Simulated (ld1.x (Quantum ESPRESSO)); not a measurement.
Values are calculated unless marked as measured or tabulated.
**Potentials for silicon (Si) compared**

Generated with ld1.x 7.5 (TM, RRKJ, ultrasoft, PAW), atompaw 4.2 or ONCVPSP 4.0.1. The cutoff is in Ry: for ld1.x and atompaw files where the sum of valence levels is converged to 10 mRy in a Bessel basis, for ONCV files where the hardest occupied wave has 1 mHa per electron of residual kinetic energy. The error is the largest all-electron minus pseudo excitation energy over each file’s own four to seven test configurations (ionisations up to +4, promotions, holes and added fractions of an electron), all of which were solved. The labels leave out finer settings (local radius, basis sizes, second energies), which also bear on the numbers. Spin-polarised tests are not counted. The rows are a selection from randomly drawn settings: files with unsolved tests, undetermined cutoffs or missed reference levels are left out.

```csv
potential,cutoff (Ry),largest error (meV),bound ghosts
"RRKJ, PBE, scalar-relativistic, rc 1.45/1.95/2.05 (spd), local p, core correction no, reference 3s1.75 3p2.25",15,+65,none
"RRKJ, PBE, non-relativistic, rc 1.35/1.95/1.75 (spd), local s, core correction yes, reference 3s2 3p2",35,+76,none
"TM, LDA (PZ), non-relativistic, rc 1.35/2.10/1.90 (spd), local d, core correction no, reference 3s2 3p0.5",35,+159,none
"TM, PBEsol, scalar-relativistic, rc 1.60/1.75/1.40 (spd), local smoothed, core correction no, reference 3s1.75 3p2.25",15,+89,none
"TM, PBE, scalar-relativistic, rc 1.85/1.80 (sp), local smoothed, core correction yes, reference 3s2 3p0",15,+30,none
"TM, Wu–Cohen, fully relativistic, rc 1.90/2.20 (sp), local smoothed, core correction yes, reference 3s2 3p1",15,-14,none
"PAW, BLYP, scalar-relativistic, rc 1.10/0.95/0.85 (spd), local d, core correction yes, reference 2s2 2p6 3s2 3p2",140,-4.3,none
```

(1) Fill in the row for Si: PAW, PBEsol, non-relativistic, rc 1.90/2.15/1.90 (spd), local smoothed, core correction yes, reference 3s2 3p1.5.

## Answers

(1) cutoff 8 Ry, largest error -46 meV, bound ghosts: none.
